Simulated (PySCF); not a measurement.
C7H8S, SMILES C(/c1cccs1)=C/C, singlet at its GFN2-xTB optimised geometry (Å):

```
16

C     -2.5348    -0.6375    -0.0206
C     -1.5963    -1.7955    -0.0073
C     -0.2616    -1.7250     0.0010
C      0.5693    -0.5544     0.0000
C      1.9422    -0.5544     0.0000
C      2.5077     0.7330     0.0000
C      1.5682     1.7149     0.0006
S     -0.0271     1.0819     0.0004
H     -3.5667    -0.9772    -0.0362
H     -2.3869    -0.0102     0.8592
H     -2.3604    -0.0088    -0.8945
H     -2.0492    -2.7772    -0.0042
H      0.3051    -2.6483     0.0093
H      2.5238    -1.4595    -0.0004
H      3.5667     0.9216    -0.0004
H      1.7114     2.7772     0.0009
```

Computed with PySCF with CAM-B3LYP/def2-TZVP.

Map of the Laplacian of the electron density (e/bohr⁵) on the plane z = 0.6 Å:

```
|#############################|
|#############################|
|#############################|
|#############################|
|#############################|
|#############################|
|##################%##########|
|#################%%%#########|
|###############%%@@%%########|
|############%%%%@@%@%########|
|###########%%##%%%#@@%%######|
|###########%%:*+%@%%@@%%#####|
|########%%#%%=**@@@%%@@%#####|
|#######%%%%%%%#%@@@@%@@%#####|
|######%@ =@%%%@%@@@%@@%######|
|#####%@@ +@%%%@%#%%%@%#######|
|#####%@@@@@%%@@%%@%%@%#######|
|#####%%@@@@@@@@@@@@@@%#######|
|######%%@@%#%#@@%%%%%%#######|
|#######%%@%@@@@@%############|
|########%@@@%@@%%############|
|########%%%%%%%%%############|
|#########%###################|
|#############################|
|#############################|
|#############################|
|#############################|
|#############################|
|#############################|
```
Scale: ten equal steps from -0.603 (start of ' ') to 0.183 (end of '@'), in the order ' .:-=+*#%@'; x runs from -6.00 to 6.00, y from -6.00 (bottom) to 6.00 (top).
